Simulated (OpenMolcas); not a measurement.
# Mn2+: input and output

Mn2+ among 6 point charges of -1.6 e arranged as an octahedron (Oh), 1.81 Å from the ion. With inversion symmetry the input lists one of each pair of outer charges.

Input:

```
&GATEWAY
Coord
1

Mn 0.0 0.0 0.0
Basis=ANO-RCC-VDZP
Group=XYZ
NoMove
AngMom=0.0 0.0 0.0
AMFI
XField
3 Angstrom 0
1.810000 0.000000 0.000000 -1.600000
0.000000 1.810000 0.000000 -1.600000
0.000000 0.000000 1.810000 -1.600000
&SEWARD
* reference wave functions (RASSCF and RASSI steps not shown): 5 electrons in 5 orbitals (3d)
>>> COPY JOB001 $Project.JobIph
&CASPT2
Multistate=1 1
Frozen=2 3
IPEA=0.25
Imaginary=0.1
MaxIter=60
WThr=0.0 0.3 0.05
PrWF=0.5
NoMix
>>> COPY JOB002 $Project.JobIph
&CASPT2
Multistate=24 1 2 3 4 5 6 7 8 9 10 11 12 13 14 15 16 17 18 19 20 21 22
23 24
NoMult
Frozen=2 3
IPEA=0.25
Imaginary=0.1
MaxIter=60
WThr=0.0 0.3 0.05
PrWF=0.5
NoMix
>>> COPY JOB003 $Project.JobIph
&CASPT2
Multistate=75 1 2 3 4 5 6 7 8 9 10 11 12 13 14 15 16 17 18 19 20 21 22
23 24 25 26 27 28 29 30 31 32 33 34 35 36 37 38 39 40 41 42 43 44 45 46
47 48 49 50 51 52 53 54 55 56 57 58 59 60 61 62 63 64 65 66 67 68 69 70
71 72 73 74 75
NoMult
Frozen=2 3
IPEA=0.25
Imaginary=0.1
MaxIter=60
WThr=0.0 0.3 0.05
PrWF=0.5
NoMix
```

Launched by
```bash
OMP_NUM_THREADS=1 MOLCAS_MEM=1689 MOLCAS_PROJECT=a pymolcas a.inp > a.log  # once for each step of the input, in one work folder
```

Output, cut to the results:

```
--- CASPT2 ---
Orbital specifications:
      -----------------------

      Symmetry species                           1   2
                                                ag  au
      Frozen orbitals                            2   3
      Inactive orbitals                          1   3
      Active orbitals                            5   0
      Secondary orbitals                         7  13
      Deleted orbitals                           0   0
      Number of basis functions                 15  19
Type of calculation                        SS-CASPT2
      Fock operator                              state-specific
      IPEA shift                                 0.25
      Real shift                                 0.00
      Imaginary shift                            0.10
      The input orbitals will be transformed to quasi-canonical
Reference energy:       -1162.2312236019
      E2 (Non-variational):      -0.3115755050
      Shift correction:          -0.0001504659
      E2 (Variational):          -0.3117259709
      Total energy:           -1162.5429495727
      Residual norm:              0.0000002552
      Reference weight:           0.94478
      Contributions to the CASPT2 correlation energy
      Active & Virtual Only:         -0.0701309331
      One Inactive Excited:          -0.1523076078
      Two Inactive Excited:          -0.0891369641
::    CASPT2 Root  1     Total energy:  -1162.54294957
--- CASPT2 ---
Orbital specifications:
      -----------------------

      Symmetry species                           1   2
                                                ag  au
      Frozen orbitals                            2   3
      Inactive orbitals                          1   3
      Active orbitals                            5   0
      Secondary orbitals                         7  13
      Deleted orbitals                           0   0
      Number of basis functions                 15  19
Type of calculation                        SS-CASPT2
      Fock operator                              state-specific
      IPEA shift                                 0.25
      Real shift                                 0.00
      Imaginary shift                            0.10
      The input orbitals will be transformed to quasi-canonical
Reference energy:       -1162.1109067259
      E2 (Non-variational):      -0.3297863782
      Shift correction:          -0.0001782337
      E2 (Variational):          -0.3299646119
      Total energy:           -1162.4408713378
      Residual norm:              0.0000002667
      Reference weight:           0.94007
      Contributions to the CASPT2 correlation energy
      Active & Virtual Only:         -0.0810513781
      One Inactive Excited:          -0.1547839953
      Two Inactive Excited:          -0.0939510049
Reference energy:       -1162.1109067259
      E2 (Non-variational):      -0.3284888274
      Shift correction:          -0.0001750263
      E2 (Variational):          -0.3286638537
      Total energy:           -1162.4395705796
      Residual norm:              0.0000005196
      Reference weight:           0.94081
      Contributions to the CASPT2 correlation energy
      Active & Virtual Only:         -0.0803601058
      One Inactive Excited:          -0.1543897254
      Two Inactive Excited:          -0.0937389962
::    CASPT2 Root  1     Total energy:  -1162.44087134
::    CASPT2 Root  2     Total energy:  -1162.43957058
::    CASPT2 Root  3     Total energy:  -1162.43996185
::    CASPT2 Root  4     Total energy:  -1162.42394244
::    CASPT2 Root  5     Total energy:  -1162.42383638
::    CASPT2 Root  6     Total energy:  -1162.42394688
::    CASPT2 Root  7     Total energy:  -1162.41482574
::    CASPT2 Root  8     Total energy:  -1162.41459429
::    CASPT2 Root  9     Total energy:  -1162.41189536
::    CASPT2 Root 10     Total energy:  -1162.40007337
::    CASPT2 Root 11     Total energy:  -1162.40011773
::    CASPT2 Root 12     Total energy:  -1162.39992657
::    CASPT2 Root 13     Total energy:  -1162.38586576
::    CASPT2 Root 14     Total energy:  -1162.38597795
::    CASPT2 Root 15     Total energy:  -1162.36938989
::    CASPT2 Root 16     Total energy:  -1162.36950042
::    CASPT2 Root 17     Total energy:  -1162.36940864
::    CASPT2 Root 18     Total energy:  -1162.33136354
::    CASPT2 Root 19     Total energy:  -1162.33168860
::    CASPT2 Root 20     Total energy:  -1162.33161875
::    CASPT2 Root 21     Total energy:  -1162.32261090
::    CASPT2 Root 22     Total energy:  -1162.30466094
::    CASPT2 Root 23     Total energy:  -1162.30562688
::    CASPT2 Root 24     Total energy:  -1162.30562543
--- CASPT2 ---
Orbital specifications:
      -----------------------

      Symmetry species                           1   2
                                                ag  au
      Frozen orbitals                            2   3
      Inactive orbitals                          1   3
      Active orbitals                            5   0
      Secondary orbitals                         7  13
      Deleted orbitals                           0   0
      Number of basis functions                 15  19
Type of calculation                        SS-CASPT2
      Fock operator                              state-specific
      IPEA shift                                 0.25
      Real shift                                 0.00
      Imaginary shift                            0.10
      The input orbitals will be transformed to quasi-canonical
Reference energy:       -1162.0634910778
      E2 (Non-variational):      -0.3323320741
      Shift correction:          -0.0001729507
      E2 (Variational):          -0.3325050249
      Total energy:           -1162.3959961027
      Residual norm:              0.0000001162
      Reference weight:           0.94095
      Contributions to the CASPT2 correlation energy
      Active & Virtual Only:         -0.0827792279
      One Inactive Excited:          -0.1571945939
...
```

Spin-orbit levels above the lowest (labels of O, the rotations of Oh), with the averaged single-state CASPT2 energies on the diagonal:

```json
{"E (cm-1)": "0", "Degeneracy": "6", "Label": "", "2S+1": "6", "g": ""}
{"E (cm-1)": "22520", "Degeneracy": "2", "Label": "Γ7", "2S+1": "4", "g": "2.39 2.39 2.39"}
{"E (cm-1)": "22530", "Degeneracy": "4", "Label": "Γ8", "2S+1": "4", "g": ""}
{"E (cm-1)": "22580", "Degeneracy": "4", "Label": "Γ8", "2S+1": "4", "g": ""}
{"E (cm-1)": "22610", "Degeneracy": "2", "Label": "Γ6", "2S+1": "4", "g": "2.90 2.90 2.90"}
{"E (cm-1)": "26010", "Degeneracy": "2", "Label": "Γ7", "2S+1": "4", "g": "1.78 1.78 1.78"}
{"E (cm-1)": "26080", "Degeneracy": "4", "Label": "Γ8", "2S+1": "4", "g": ""}
{"E (cm-1)": "26190", "Degeneracy": "2", "Label": "Γ6", "2S+1": "4", "g": "3.67 3.67 3.67"}
{"E (cm-1)": "26200", "Degeneracy": "4", "Label": "Γ8", "2S+1": "4", "g": ""}
{"E (cm-1)": "28140", "Degeneracy": "2", "Label": "Γ7", "2S+1": "4", "g": "2.08 2.08 2.08"}
{"E (cm-1)": "28140", "Degeneracy": "4", "Label": "Γ8", "2S+1": "4", "g": ""}
{"E (cm-1)": "28150", "Degeneracy": "2", "Label": "Γ6", "2S+1": "4", "g": "1.87 1.87 1.87"}
{"E (cm-1)": "28760", "Degeneracy": "4", "Label": "Γ8", "2S+1": "4", "g": ""}
{"E (cm-1)": "31200", "Degeneracy": "4", "Label": "Γ8", "2S+1": "4", "g": ""}
{"E (cm-1)": "31220", "Degeneracy": "2", "Label": "Γ6", "2S+1": "4", "g": "1.62 1.62 1.62"}
{"E (cm-1)": "31450", "Degeneracy": "4", "Label": "Γ8", "2S+1": "4", "g": ""}
{"E (cm-1)": "31590", "Degeneracy": "2", "Label": "Γ7", "2S+1": "4", "g": "3.67 3.67 3.67"}
{"E (cm-1)": "31940", "Degeneracy": "2", "Label": "Γ7", "2S+1": "2", "g": "2.65 2.65 2.65"}
{"E (cm-1)": "32410", "Degeneracy": "4", "Label": "Γ8", "2S+1": "2", "g": ""}
{"E (cm-1)": "34440", "Degeneracy": "2", "Label": "Γ7", "2S+1": "4", "g": "2.00 2.00 2.00"}
```

Roots that are degenerate in the reference are averaged as groups; the widest CASPT2 spread within a group is 290 cm-1 (the 3-fold group of multiplicity 4 near 22600 cm-1 above the lowest state of its run). Shifts and gaps below about the spread of the groups concerned are not significant. Free-ion shares, where given, are those of the reference states; single-state CASPT2 does not remix them. Point charges carry no covalency, so the field is a model and not that of real ligands. No measured value stands beside these numbers.

The CASPT2 steps took 7.3 s on 1 thread of Arm Neoverse V1 (shared host); the integral step is not counted.
